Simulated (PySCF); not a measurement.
Molecule: 2,5-Dimethylpyrrole (SMILES Cc1ccc(C)[nH]1).

Structure with atom numbers: `[CH3:1][c:2]1[cH:3][cH:4][c:5]([CH3:6])[nH:7]1`. Each H is labelled by its parent atom.

Spin–spin couplings on one PBE0-D3(BJ)/def2-SVP geometry, PySCF 2.14.0 with density-fitted response routines, gas phase, non-relativistic, equivalent pairs averaged (spin–dipole term only in couplings to heteroatoms); isotopes 13C, 1H, 15N; functional B3LYP.

Question: How do the couplings (Hz) change with the basis set? Times are CPU seconds on 1 thread of an Arm Neoverse V2, shared host. Far from the basis limit: 6-31G*, pcJ-0, 6-31G-J, def2-TZVP.

Answer: 
```
basis set  functions  1J(C3,H(C3))  1J(C1,H(C1))  1J(C2,C3)  1J(N7,H(N7))  1J(C3,C4)  1J(C1,C2)  1J(C2,N7)  core-s
   6-31G*        116         166.5         144.5       92.6         -87.3       80.9       65.2      -21.3      16
    pcJ-0        118         163.0         114.8       60.7         -83.2       49.6       45.0      -10.3      20
  6-31G-J        120         183.1         136.6       75.6        -100.2       60.2       57.4      -15.5      16
def2-TZVP        271         168.6         125.4       74.3         -89.5       58.6       55.3      -14.7      53
    pcJ-1        279         177.1         132.8       74.6         -96.5       59.7       56.8      -15.2      56
```

The Fermi-contact term samples the wavefunction at the nucleus, which is why sets with added tight s functions (names with J) are made for couplings.
